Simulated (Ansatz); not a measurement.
Molecule: CH6BN2, net charge 0, doublet state. It need not be the lowest isomer of its formula. SMILES: [CH2]B(N)N
Coordinates optimised at B3LYP-D3(BJ)/def2-TZVP (Ansatz, a first-principles code):
```
B
N 1 1.4230
H 2 1.0037 1 122.20
H 2 1.0050 3 113.50 1 180.00
N 1 1.4230 2 120.70 3 180.00
H 5 1.0037 1 122.20 2 -180.00
H 5 1.0050 6 113.50 1 -180.00
C 1 1.5426 2 119.65 3 0.00
H 8 1.0849 1 123.02 2 0.00
H 8 1.0849 9 113.97 1 -180.00
```
Charge 0, spin multiplicity 2.

Atomisation energy built up term by term with Ansatz (kcal/mol; UHF references for open shells; valence terms freeze the core; atomic spin-orbit terms are left out). Basis-set limits of correlation are two-point, X^-3; Hartree-Fock from the larger set.

| term | basis | kcal/mol |
|---|---|---|
| Hartree-Fock | aug-cc-pVQZ | [?] |
| CCSD correlation | CBS(aug-cc-pVTZ,aug-cc-pVQZ) | [?] |
| (T) | CBS(aug-cc-pVTZ,aug-cc-pVQZ) | 13.33 |
| core correlation | cc-pwCVTZ | 4.03 |
| scalar relativity (X2C) | cc-pVTZ-DK against cc-pVTZ | -0.83 |
| sum: De |  | [?] |

Problem. What belongs in the gaps?

Solution. 
- Hartree-Fock, kcal/mol: 659.69
- CCSD correlation, kcal/mol: 229.71
- sum: De, kcal/mol: 905.9
